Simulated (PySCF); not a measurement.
C₂H₅BrSi₂, SMILES C#C[SiH2][SiH2]Br, PBE/def2-SVP optimised geometry. Atoms within 1.6 Å of the plane z = 0.0 Å (x, y, z in Å): C2 (1.88, 0.45, 1.54), Si3 (1.29, -0.36, 0.00), Si4 (-1.07, -0.36, 0.00), Br5 (-1.79, 1.78, 0.00), H7 (1.79, 0.39, -1.21), H8 (1.79, -1.78, -0.06), H9 (-1.62, -1.04, 1.22), H10 (-1.62, -1.04, -1.23).

Level of theory: PySCF with PBE/def2-TZVP. Cells within 0.4 Å of a nucleus heavier than hydrogen are left out (blank, or x).

Map of the electron localisation function on the plane z = 0.0 Å:

```
|000000000000000000000000000|
|000000112211000000000000000|
|000112344443100000000000000|
|001245667765410000000000000|
|013567777887530000000000000|
|025777524788640000000000000|
|1467852x3388630000000000000|
|247883xxx177620000000000000|
|2478844xx177410000000000000|
|146787211575200000110000000|
|135677767774211112221100000|
|012456778764455322332100000|
|000123563002788500023210000|
|000002310xx069922x502210000|
|000001204xx34991xxx11210000|
|000002311xx159914xx02210000|
|000012341000799500048631000|
|000001344212577567999973000|
|000001223221343489999996100|
|000000111110111489999998300|
|000000000000000399999998300|
|000000000000000389999997100|
|000000000000000179999983000|
|000000000000000038999730000|
|000000000000000001343100000|
|000000000000000000000000000|
|000000000000000000000000000|
```
Scale: ten equal steps from 0.000 (start of '0') to 1.000 (end of '9'), in the order '0123456789'; x runs from -4.00 to 4.00, y from -4.00 (bottom) to 4.00 (top).
